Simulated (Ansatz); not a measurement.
Ansatz results at the PBE0-D4/def2-TZVP geometry: HOMO energy (PBE/def2-TZVPP) -5.80 eV; HOMO–LUMO gap (ωB97M-V/def2-TZVPP) 10.07 eV; HOMO–LUMO gap (B3LYP/def2-TZVPP) 5.85 eV.

Q: Which molecule gave them?
A. `[GeH3][Ga]1[BH][CH2][AlH]1`
B. `F[CH2][SnH2][SH]`
C. `O[Si@H]1B[Si@@H]1[SiH3]`
D. `Cl[SiH]1C[SiH2]1`

A: D. The others give `[GeH3][Ga]1[BH][CH2][AlH]1`: -4.86, 6.59, 2.62; `F[CH2][SnH2][SH]`: -5.99, 10.49, 6.21; `O[Si@H]1B[Si@@H]1[SiH3]`: -5.47, 7.82, 3.87.

B3LYP here is the variant with VWN-RPA as its local correlation; programs differ in this.
